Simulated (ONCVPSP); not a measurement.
## Ta (Z = 73), ONCV: configuration errors across variants

```
Element                 : tantalum
Generator               : ONCVPSP 4.0.1
Type                    : optimised norm-conserving Vanderbilt (ONCV)
Functional              : LDA (Perdew-Wang 92)
Relativity              : scalar-relativistic
Frozen core             : [Kr] 4d10
Valence charge          : 27
Reference configuration : 4f13 5s2 5p6 5d4 6s2
Partial waves           : 5s+6s: rc 1.75 bohr, ncon 4, nbas 7, qcut 7.5 1/bohr, 3 projectors, debl 2 Ha; 5p: rc 2.10 bohr, ncon 5, nbas 8, qcut 6.1 1/bohr, 1 projector; 5d: rc 2.20 bohr, ncon 5, nbas 9, qcut 6.6 1/bohr, 1 projector; 4f: rc 1.10 bohr, ncon 4, nbas 9, qcut 17.3 1/bohr, 3 projectors, debl 0.5 Ha
Local potential         : polynomial inside 0.95 bohr (lpopt 5, dvloc0 0 Ha)
Core correction         : none
```

In the f channel the program set the typed energies aside and used -1.226, 0.250, 0.750 Ha.

All-electron excitation energies from the reference (eV): (1) 4f14 5s2 5p6 5d3 6s2 -24.868; (2) 4f14 5s2 5p6 5d3 6s1 -16.174; (3) 4f14 5s2 5p6 5d3 6s0 -0.873; (4) 4f14 5s2 5p6 5d2 6s0 23.053.

1 further variants failed, have other tests or too few solved ones, and are left out.

Errors AE − PS in meV (a dash: test not solved or not reliable):

| change | (1) | (2) | (3) | (4) | bound ghosts | GHOST(+) flags above zero |
| --- | --- | --- | --- | --- | --- | --- |
| base | +370 | +403 | +435 | +332 | none | s |
| core correction Teter function, parameters optimised by the program | +332 | +365 | +403 | +294 | none | s |
| p: rc 2.92 | +351 | +384 | +419 | +316 | none | s |
| d: ncon 4, nbas 8 | +365 | +397 | +433 | +329 | none | s |
| f: rc 1.38 | +669 | +694 | +721 | +642 | none | s |

Task: Give the same row for: s: qcut 4.8.

Result: +395, +446, +509, +405; bound ghosts: none; GHOST(+) flags above zero: s.
